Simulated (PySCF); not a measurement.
H₂Sb, SMILES [SbH2+] (connectivity only; charge and spin as stated), charge +1, multiplicity 1. The structure is a stationary point at PBE-D3(BJ)/def2-TZVPD. The def2 effective core potentials stand for the cores of Sb; spin–orbit coupling is left out.

Level of theory: PBE-D3(BJ)/def2-TZVPD in PySCF 2.14.0.

Harmonic wavenumbers (cm⁻¹): 819, 1919, 1928. Rotational constants (GHz): 169.7, 169.5, 84.80; symmetry number 2.

Question: Work out the zero-point energy and the ideal-gas rigid-rotor harmonic-oscillator thermochemistry at 298.15 K and 1 atm.

Answer: ZPE = ½ Σ hcν = ½ × 4666 cm⁻¹ = 6.67 kcal/mol. H − E(el) = 9.09 kcal/mol. Entropy in cal/(mol K): translation 40.35, rotation 14.16, vibration 0.20, total 54.71. G − E(el) = -7.23 kcal/mol. Cp = 8.60 cal/(mol K).
